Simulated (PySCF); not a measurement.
# One molecule, several mistakes: AlCH3O2

Calculated results; nothing here was measured. They come from PySCF 2.14.0, an open-source quantum chemistry program, on an isolated molecule that a program drew, which may never have been made. The molecule is AlCH3O2 (charge 0, singlet), drawn as the SMILES string `C[O][Al]=[O]`.

Each row is a Hartree-Fock (HF) and frozen-core CCSD(T) single point in the cc-pV(D+d)Z basis, meant for a local HF minimum. Run 1 is clean. Each other run has one planted mistake out of seven kinds, and not every kind appears here: one electron removed, one electron added, multiplicity raised by two, geometry at a saddle point, minimal basis STO-3G, one bond length entered in bohr, all coordinates scaled. The reference is restricted for singlets and unrestricted otherwise, and also for a bond in bohr. Adding or removing an electron swaps singlet and doublet. Electrons count all cores. HOMO and LUMO are orbital energies over both spins, the gradient is its largest component, and the lowest frequency (negative if imaginary) is given only where the gradient is small. Bond lengths are over the 6 bonds as drawn. T1 is the CCSD diagnostic: over 0.02 (restricted) or 0.045 (unrestricted) a single reference is doubtful.

Geometry of the clean run:
```xyz
7
AlCH3O2, angstrom
C    -0.8918    0.8647    1.5574
O    -0.0421    0.7231    0.4615
Al    0.9471    0.5570   -0.8154
O     1.9063    0.3961   -2.0535
H    -0.4184    0.4576    2.4508
H    -1.8249    0.3310    1.3766
H    -1.1132    1.9190    1.7231
```

```
run,electrons,basis functions,<S^2>,HOMO (eV),LUMO (eV),gradient (hartree/bohr),lowest frequency (cm^-1),mean bond (Å),longest bond (Å),T1,HF (hartree),CCSD(T) (hartree),mistake
1,38,80,0.000,-10.72,1.28,1.7e-05,62,1.3103,1.624,0.0234,-431.27733,-431.89034,no fault
2,38,80,0.719,-10.84,1.08,2.7e-02,-,1.4720,2.060,0.0586,-431.15240,-431.76505,one bond length entered in bohr
3,39,80,0.822,0.18,7.79,5.5e-02,-,1.3103,1.624,0.0259,-431.24909,-431.87402,one electron added
4,38,80,0.000,-11.12,1.63,1.6e-01,-,1.1950,1.481,0.0198,-431.19558,-431.78439,?
```

**Which mistake was planted in run 4, and what did it cost?**

The mean and the longest bond both change by the same factor, 0.912, and the gradient is no longer small. So the mistake is: all coordinates scaled. Subtracting run 1 and multiplying by 627.51 kcal/mol a hartree, the energy moved by 51.3 kcal/mol in HF and 66.5 kcal/mol in CCSD(T).

Cautions from the logs. Run 1: T1 is over the limit, so its CCSD(T) energy is less reliable; run 2: T1 is over the limit, so its CCSD(T) energy is less reliable; run 3: the HOMO is above zero, so the electron isn't bound and the energy depends on the basis.
